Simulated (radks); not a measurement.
The mean radii <r> (bohr) of the occupied orbitals of an atom or ion are listed with their occupations. All-electron calculation, scalar-relativistic Kohn-Sham, PBE, spin-polarised, spherical densities, finite nucleus; Fermi nuclear charge, rms radius of each element as measured or else 0.836 A^(1/3) + 0.57 fm. Program: a radial shooting solver on a logarithmic mesh with Libxc functionals.

| orbital | occ. | <r> |
|---|---|---|
| 1s up | 1 | 0.02037 |
| 1s down | 1 | 0.02037 |
| 2s up | 1 | 0.08647 |
| 2s down | 1 | 0.08647 |
| 2p up | 3 | 0.07672 |
| 2p down | 3 | 0.07672 |
| 3s up | 1 | 0.2254 |
| 3s down | 1 | 0.2253 |
| 3p up | 3 | 0.2246 |
| 3p down | 3 | 0.2245 |
| 3d up | 5 | 0.2039 |
| 3d down | 5 | 0.2037 |
| 4s up | 1 | 0.5077 |
| 4s down | 1 | 0.5078 |
| 4p up | 3 | 0.5383 |
| 4p down | 3 | 0.5384 |
| 4d up | 5 | 0.5818 |
| 4d down | 5 | 0.5824 |
| 5s up | 1 | 1.229 |
| 5s down | 1 | 1.237 |
| 5p up | 3 | 1.443 |
| 5p down | 3 | 1.456 |
| 4f up | 7 | 0.7659 |
| 4f down | 4 | 0.7820 |
| 6s up | 1 | 3.589 |
| 6s down | 1 | 3.570 |
| 6p up | 1 | 4.848 |

Name the element and its charge. Open shells, if any, are filled with parallel spins first.

Answer. Z = 68, erbium, charge 0: Er in [Xe] 4f11 6s2 6p1. The 1s radius gives Z: for a bare nucleus <r> = (2 gamma + 1)/(2Z) with gamma = sqrt(1 - (Z/c)^2), 0.02012 bohr for Z = 68, and screening makes it slightly larger (0.02037 here). The occupations add up to 68, and the charge is Z minus that.
